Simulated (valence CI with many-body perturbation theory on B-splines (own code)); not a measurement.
**Pm29+: calculated level list**

Level of theory: valence CI with perturbative core correlation (CI+MBPT): four valence electrons over a frozen Dirac-Fock core [Ar] 3d10, radial functions for each j: 9 s, 9 p, 8 d, 6 f, 3 g, 1 h, with the one-electron correlation potential Σ1, the two-electron term Σ2, the three-electron term Σ3, Breit, model QED; selected CI, second order for the rest, scaled by the run's own slope (own B-spline code, finite nucleus).

The last digits are not significant, and no measured levels were compared; by estimate large intervals hold to a few tenths of a per cent, small ones and those within an open d or f shell to about a per cent.

Levels 1 to 32 of 32, with energies above the lowest level, (4s^2 4p1/2^2) J=0. "Leading %" is the weight of the configuration and term that name the level; weights of strongly mixed levels are sums over their largest components and can fall short, so below about 35 % the name and the second component can differ from the true leading terms, or belong to a minority configuration. In the jj column 3d3/2^4 stands for four electrons in 3d with j = 3/2. Lifetimes count E1, E2, E3, M1 and M2 decay at the calculated energies, and are blank where another channel may lead or the interval is too uncertain; long ones can be off by a factor of two.

```
No.  Configuration  Term  J  E (eV)  Leading %  Second component      g  Lifetime               Leading jj
  1         4s²4p²    ³P  0    0.00         73    26 % 4s²4p² ¹S                       4s^2 4p1/2^2 (98 %)
  2         4s²4p²    ³P  1   30.10         99                    1.499   5.27 μs  4s^2 4p1/2 4p3/2 (99 %)
  3         4s²4p²    ¹D  2   33.22         59    40 % 4s²4p² ³P  1.199    430 μs  4s^2 4p1/2 4p3/2 (98 %)
  4         4s²4p²    ³P  2   65.68         59    40 % 4s²4p² ¹D  1.297   2.71 μs      4s^2 4p3/2^2 (98 %)
  5         4s²4p²    ¹S  0   72.73         73    26 % 4s²4p² ³P          1.73 μs      4s^2 4p3/2^2 (98 %)
  6          4s4p³   ⁵S°  2   94.65         46    37 % 4s4p³ ³P°  1.666    118 ps  4s 4p1/2^2 4p3/2 (91 %)
  7          4s4p³   ³D°  1  105.54         46    22 % 4s4p³ ³P°  0.967   11.6 ps  4s 4p1/2^2 4p3/2 (87 %)
  8          4s4p³   ³D°  2  122.53         49    39 % 4s4p³ ⁵S°  1.501   76.1 ps  4s 4p1/2 4p3/2^2 (90 %)
  9          4s4p³   ³D°  3  128.58         92   6 % 4s²4p4d ³D°  1.328   73.4 ps  4s 4p1/2 4p3/2^2 (92 %)
 10        4s²4p4d   ³F°  2  134.98         31    29 % 4s4p³ ¹D°  0.961   41.2 ps  4s^2 4p1/2 4d3/2 (53 %)
 11          4s4p³   ³P°  0  135.01         96                            15.8 ps  4s 4p1/2 4p3/2^2 (96 %)
 12          4s4p³   ³P°  1  137.95         44    25 % 4s4p³ ³D°  1.271   7.60 ps  4s 4p1/2 4p3/2^2 (86 %)
 13          4s4p³   ³S°  1  143.09         35    31 % 4s4p³ ¹P°  1.433   3.58 ps  4s 4p1/2 4p3/2^2 (84 %)
 14        4s²4p4d   ³F°  2  144.62         52    27 % 4s4p³ ¹D°  0.890   7.87 ps  4s^2 4p1/2 4d3/2 (44 %)
 15        4s²4p4d   ³F°  3  153.22         71  12 % 4s²4p4d ¹F°  1.109   9.31 ps  4s^2 4p1/2 4d5/2 (86 %)
 16        4s²4p4d   ³D°  1  153.90         44  23 % 4s²4p4d ¹P°  0.849   1.78 ps  4s^2 4p1/2 4d3/2 (86 %)
 17        4s²4p4d   ³P°  2  155.34         41  28 % 4s²4p4d ³D°  1.290   3.41 ps  4s^2 4p1/2 4d5/2 (87 %)
 18          4s4p³   ³P°  2  164.92         39    23 % 4s4p³ ¹D°  1.356   17.8 ps        4s 4p3/2^3 (76 %)
 19          4s4p³   ¹P°  1  175.49         32    25 % 4s4p³ ³S°  1.230   3.02 ps        4s 4p3/2^3 (56 %)
 20        4s²4p4d   ³F°  4  180.05         99                    1.248   5.96 μs  4s^2 4p3/2 4d5/2 (99 %)
 21        4s²4p4d   ³D°  2  180.43         44  35 % 4s²4p4d ¹D°  1.026   2.07 ps  4s^2 4p3/2 4d3/2 (82 %)
 22        4s²4p4d   ³P°  0  182.01         95                            2.45 ps  4s^2 4p3/2 4d3/2 (95 %)
 23        4s²4p4d   ³D°  3  182.72         45  27 % 4s²4p4d ³F°  1.182   2.14 ps  4s^2 4p3/2 4d3/2 (74 %)
 24        4s²4p4d   ³P°  1  185.75         55  14 % 4s²4p4d ³D°  1.268   2.38 ps  4s^2 4p3/2 4d3/2 (56 %)
 25        4s²4p4d   ³P°  2  189.64         41  20 % 4s²4p4d ³D°  1.293   2.90 ps  4s^2 4p3/2 4d5/2 (73 %)
 26        4s²4p4d   ¹F°  3  195.03         62  35 % 4s²4p4d ³D°  1.121   2.19 ps  4s^2 4p3/2 4d5/2 (80 %)
 27        4s²4p4d   ¹P°  1  198.55         68  13 % 4s²4p4d ³D°  0.965   2.71 ps  4s^2 4p3/2 4d5/2 (80 %)
 28            4p⁴    ³P  2  202.00         39       16 % 4p⁴ ¹D  1.302   19.7 ps   4p1/2^2 4p3/2^2 (55 %)
 29        4s4p²4d    ⁵F  1  203.71         57   25 % 4s4p²4d ³D  0.339   51.2 ps  4s 4p1/2^2 4d3/2 (89 %)
 30        4s4p²4d    ⁵F  2  207.85         34       16 % 4p⁴ ³P  1.202   11.8 ps  4s 4p1/2^2 4d3/2 (41 %)
 31            4p⁴    ¹S  0  212.55         48       38 % 4p⁴ ³P          6.71 ps   4p1/2^2 4p3/2^2 (85 %)
 32        4s4p²4d    ⁵D  3  214.20         30   26 % 4s4p²4d ⁵F  1.376   12.6 ps  4s 4p1/2^2 4d5/2 (82 %)
```

The ionisation energy to 4s²4p ²P°1/2 of the next ion comes out as 1115.1 eV (NIST: 1113 ± 4 eV (theoretical)). All 32 levels together are meant to be complete up to 221.05 eV.
